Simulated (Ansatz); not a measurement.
Input file for Ansatz (an electronic-structure program): R-RI-MP2/def2-QZVPP on CH5NOSn (SMILES C[O][Sn][NH2]), a point of a torsion scan. Elements past Kr take the def2 small-core potentials; no spin–orbit coupling. Files ending in .json are basis or fitting sets from the Basis Set Exchange. The run froze 12 orbitals, filled d shells among them.

Ansatz 0.2 input:
```yaml
crystal:
  periodic: [false, false, false]
  atoms:
    - {symbol: C, position_ang: [-1.86298432, -0.21935282, 0.14119630]}
    - {symbol: O, position_ang: [-0.50586092, -0.51428414, 0.28099602]}
    - {symbol: Sn, position_ang: [0.82536517, -1.19031941, 1.70623858]}
    - {symbol: N, position_ang: [2.37207911, -0.96909302, 0.39867674]}
    - {symbol: H, position_ang: [-2.02449377, 0.86018135, 0.21915724]}
    - {symbol: H, position_ang: [-2.48945683, -0.71620155, 0.88933491]}
    - {symbol: H, position_ang: [-2.19176034, -0.54596509, -0.84975793]}
    - {symbol: H, position_ang: [2.21301522, -0.62274712, -0.53900144]}
    - {symbol: H, position_ang: [3.36025248, -1.15036334, 0.50868092]}
basis:
  gaussian:
    orbitals: def2-QZVPP.json
    fitting: {mean_field: def2-universal-JKFIT, correlation: def2-QZVPP-RIFIT.json}
magnetization: {spin_polarized: false}
correlation: {method: mp2, electrons: outside_noble_gas}
scf: {lower_state_search: off}
```

### Question
What total energy does the run end on?

### Answer
-384.3219 hartree.

### Question
How many basis functions does it have, and what does it roughly cost on one machine?

### Answer
403 functions; roughly 5 core-seconds.
